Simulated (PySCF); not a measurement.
BrCl2Sb. Atoms are numbered in the order given.

```xyz
4

Sb    -0.4546     0.6166     0.0000
Cl    -1.3156    -0.6804     1.8149
Cl    -1.3156    -0.6804    -1.8149
Br     1.9404    -0.2376     0.0000
```

Geometry optimised at PBE-D3(BJ)/def2-SVP. The def2 effective core potentials stand for the cores of Sb; spin–orbit coupling is left out.

Computed with PBE-D3(BJ)/def2-SVP (PySCF).

Frequencies are harmonic and unscaled.

| mode | ν (cm⁻¹) | IR (km/mol) | moving atoms (share of kinetic energy) |
|---|---|---|---|
| 1 | 88 | 0.4 | Cl 61 %, Br 26 %, Sb 12 % |
| 2 | 98 | 1.1 | Cl 71 %, Br 21 % |
| 3 | 123 | 2.7 | Cl 68 %, Sb 25 % |
| 4 | 246 | 34.2 | Br 57 %, Sb 43 % |
| 5 | 350 | 61.6 | Cl 74 %, Sb 26 % |
| 6 | 357 | 34.6 | Cl 78 %, Sb 21 % |
